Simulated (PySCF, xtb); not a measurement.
Si(F)2(H)(nPr) (C3H8F2Si), SMILES CCC[SiH](F)F.

GFN2-xTB (xtb) at its own geometry gives an orbital gap of 6.51 eV and a dipole moment of 2.77 D.

Geometry optimised at PBE-D3(BJ)/def2-SVP. Other conformers were not sampled.

Q: What does r2SCAN/def2-TZVP (PySCF) give? (Estimate from the structure and the level; the computed values follow.)

A: gap 7.72 eV (levels -7.67 and 0.05 eV), dipole 2.48 D.
